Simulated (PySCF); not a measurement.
A PySCF script (with the pyscf-properties extension) for the NMR shieldings of `[P@H]1(=S)CC[Si@@H](OC)CC1`, C5H13OPSSi, on a GFN2-xTB geometry:

```python
import basis_set_exchange as bse
import numpy as np
from pyscf import gto, dft
from pyscf.prop import nmr

atoms = """
C     2.854649   -0.199907    1.010234
O     1.730737   -0.730686    0.364982
Si    0.957718   -0.209172   -0.962355
C    -0.415070   -1.499144   -1.166570
C    -1.482024   -1.379059   -0.086877
P    -2.274924    0.271440   -0.034220
S    -3.827520    0.407675    1.106483
C    -0.938169    1.469455    0.341395
C     0.160996    1.507871   -0.715267
H     3.713866   -0.193742    0.337603
H     2.666223    0.820724    1.348466
H     3.073670   -0.831153    1.871446
H     1.823294   -0.139150   -2.144784
H    -0.005096   -2.508621   -1.149317
H    -0.880729   -1.365057   -2.142798
H    -1.059379   -1.547894    0.909904
H    -2.288227   -2.109192   -0.225508
H    -2.497855    0.519897   -1.399420
H    -1.420129    2.446519    0.466690
H    -0.543721    1.176440    1.321753
H     0.907266    2.248804   -0.419330
H    -0.265987    1.863339   -1.653953
"""
names = dict.fromkeys(["C", "O", "Si", "P", "S", "H"], "pcSseg-1")
basis = {el: gto.basis.parse(bse.get_basis(n, elements=[el], fmt="nwchem")) for el, n in names.items()}
mol = gto.M(atom=atoms, basis=basis, charge=0, verbose=0)
mf = dft.RKS(mol, xc="PBE0")
mf.grids.level = 2
mf.grids.alignment = dft.numint.BLKSIZE   # the property module wants whole blocks of grid points
mf.conv_tol = 1e-9
mf.kernel()

calc = nmr.RKS(mf)   # GIAO
C = mf.mo_coeff
Co = C[:, mf.mo_occ > 0]
resp = mf.gen_response(singlet=True, hermi=2)
def vind(x):   # induced exchange potential for any number of trial vectors
    d = np.einsum("pi,xij,qj->xpq", C, 2 * x.reshape(-1, C.shape[1], Co.shape[1]), Co, optimize=True)
    return np.einsum("xpq,pi,qj->xij", resp(d - d.transpose(0, 2, 1)), C, Co, optimize=True).ravel()
mo1, _ = nmr.rhf.solve_mo1(calc, with_cphf=vind)
sigma = calc.kernel(mo1)
for i, s in enumerate(sigma):   # ppm
    print("%2d %-2s %9.2f" % (i, mol.atom_pure_symbol(i), np.trace(s) / 3))
```

Problem. Give the expected output.

Solution. 
```
 0 C     133.55
 1 O     334.08
 2 Si    362.90
 3 C     173.81
 4 C     153.16
 5 P     307.80
 6 S     745.09
 7 C     152.98
 8 C     175.32
 9 H      28.03
10 H      28.00
11 H      27.64
12 H      26.98
13 H      30.44
14 H      31.17
15 H      29.54
16 H      29.38
17 H      25.12
18 H      29.41
19 H      29.73
20 H      30.23
21 H      31.11
```

These numbers come from an equivalent density-fitted implementation of the same equations, which agrees with the script to about 0.01 ppm for H and up to a few tenths of a ppm for heavy atoms, so last digits may differ.

Problem. Turn these shieldings into chemical shifts. Scale: TMS for 13C (σ = 186.93 ppm), 29Si (σ = 349.16 ppm), 1H (σ = 31.72 ppm); 17O (σ = 336.08 ppm) vs H2O; H3PO4 for 31P (σ = 318.38 ppm); 33S (σ = 503.73 ppm) against CS2 (reference shieldings calculated alike).

Solution. Averaging equivalent atoms: C 0: 53.4; C 4/7: 33.9; C 3/8: 12.4; O 1: 2.0; Si 2: -13.7; P 5: 10.6; S 6: -241; H 17: 6.60; H 12: 4.73; H 9/10/11: 3.83; H 16/18: 2.33; H 15/19: 2.08; H 13/20: 1.38; H 14/21: 0.57 ppm. Experimental scales use liquid or dissolved standards, which lie at an offset from isolated H2O (liquid H2O: subtract about 36 ppm) and H3PO4.

Size and cost of the density-fitted run: 239 basis functions, 55 s wall time on 1 thread of an Arm Neoverse V1, shared host; peak memory 1.1 GiB.
